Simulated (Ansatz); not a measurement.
# Two structures, one formula

Two relaxed structures of SiHF₃, singlet (PBE0-D4/def2-TZVP; forces vanish, vibrations not checked).

A:

```
atom    x (Å)    y (Å)    z (Å)
  F1  -1.2899   0.2591   1.2855
 Si2  -1.0978   0.5715  -0.2761
  F3   1.4071  -0.1323   0.0329
  F4  -1.3401  -0.8864  -0.8998
  H5   2.0132   0.4849  -0.2910
```

B:

```xyz
5
angstrom
F -0.4471 -0.0822 1.4913
Si 0.0407 0.0017 -0.0018
F -0.5971 1.2814 -0.6572
F -0.4959 -1.2633 -0.7672
H 1.4994 0.0624 -0.0651
```

Ansatz 0.2.0; basis: def2-TZVPP; cores frozen in the correlated methods. B3LYP uses VWN-RPA correlation.

**Question.** Which structure is lower at CCSD(T), and by how much? (An estimate is asked for; the value comes from the calculation.)

**Answer.** Computed: B, by 291.2 kJ/mol (electronic energy, against the other). By their contacts, A is a complex of SiF₂ + HF and B is SiHF₃ ([F][SiH]([F])[F]).

All methods give the same order:

| method | E(B) − E(A) (kJ/mol) |
| --- | --- |
| PBE-D4 | -262.6 |
| r2SCAN-D4 | -303.6 |
| PBE0-D4 | -285.1 |
| B3LYP-D4 | -278.5 |
| wB97M-V | -275.1 |
| HF | -321.2 |
| MP2 | -303.4 |
| CCSD | -295.0 |
| CCSD(T) | -291.2 |

The T1 diagnostic stays at or below 0.014.

Labels in which every atom is bracketed show which atoms are joined, not bond orders.

For scale, one of the runs: CCSD(T)/def2-TZVPP, 149 basis functions, launched by `ansatz run in.yaml --threads 2 --pin off --events-out ev --progress --plain --max-ram 4352MiB`. The run took 26 s on 2 CPU threads of an Arm Neoverse V2 (shared host), with 1 GiB of host memory at its peak.
